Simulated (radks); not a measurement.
Values are calculated unless marked as measured or tabulated.
Species: the aluminium ion Al+. Configuration: [Ne] 3s1 4f1 (not the ground configuration).

Level of theory: scalar-relativistic Kohn-Sham, LDA (Slater exchange, Perdew-Wang correlation), spin-polarised, spherical densities, point nucleus; open shells are filled with parallel spins first (a radial shooting solver on a logarithmic mesh with Libxc functionals).

Energy parts (hartree):
| part | energy |
|---|---|
| total | -240.98744 |
| kinetic | 241.20469 |
| electron-nucleus | -570.58298 |
| Hartree | 105.48252 |
| exchange-correlation | -17.09166 |

Orbitals (lengths in bohr, moments of r in powers of bohr):
1s up: occ. 1; eigenvalue (hartree) -55.92926; <1/r> 12.59; <r^4> 0.0009954; <r> 0.1206
1s down: occ. 1; eigenvalue (hartree) -55.92364; <1/r> 12.59; <r^4> 0.0009955; <r> 0.1206
2s up: occ. 1; eigenvalue (hartree) -4.57980; <1/r> 2.334; <r^4> 0.4204; <r> 0.6280
2s down: occ. 1; eigenvalue (hartree) -4.57212; <1/r> 2.336; <r^4> 0.4154; <r> 0.6271
2p up: occ. 3; eigenvalue (hartree) -3.19179; <1/r> 2.214; <r^4> 0.4858; <r> 0.6024
2p down: occ. 3; eigenvalue (hartree) -3.18341; <1/r> 2.217; <r^4> 0.4740; <r> 0.6005
3s up: occ. 1; eigenvalue (hartree) -0.77413; <1/r> 0.6191; <r^4> 48.76; <r> 2.198
3s down: occ. 0; eigenvalue (hartree) -0.70159; <1/r> 0.6154; <r^4> 52.70; <r> 2.223
3p up: occ. 0; eigenvalue (hartree) -0.53393; <1/r> 0.5268; <r^4> 94.70; <r> 2.553
3p down: occ. 0; eigenvalue (hartree) -0.46690; <1/r> 0.5117; <r^4> 112.2; <r> 2.637
3d up: occ. 0; eigenvalue (hartree) -0.25619; <1/r> 0.3373; <r^4> 449.7; <r> 3.631
4s up: occ. 0; eigenvalue (hartree) -0.24651; <1/r> 0.2447; <r^4> 1683; <r> 5.506
4s down: occ. 0; eigenvalue (hartree) -0.21963; <1/r> 0.2377; <r^4> 1934; <r> 5.685
3d down: occ. 0; eigenvalue (hartree) -0.20827; <1/r> 0.3050; <r^4> 709.9; <r> 4.058
4f up: occ. 1; eigenvalue (hartree) -0.09502; <1/r> 0.1331; <r^4> 9288; <r> 8.484
4f down: occ. 0; eigenvalue (hartree) -0.07906; <1/r> 0.1209; <r^4> 13750; <r> 9.337
5f up: occ. 0; eigenvalue (hartree) -0.04279; <1/r> 0.08593; <r^4> 96820; <r> 15.00
5f down: occ. 0; eigenvalue (hartree) -0.03694; <1/r> 0.07682; <r^4> 149500; <r> 16.73

The highest occupied level is 4f up at -2.586 eV. The configuration is held as typed, so some empty levels lie below it. Summed over all electrons, <r^2> = 89.19 bohr^2, which gives a Langevin (diamagnetic) susceptibility term of -70.6 x 10^-6 cm^3/mol. The density falls to 0.001 e/bohr^3 at r = 3.45 bohr.
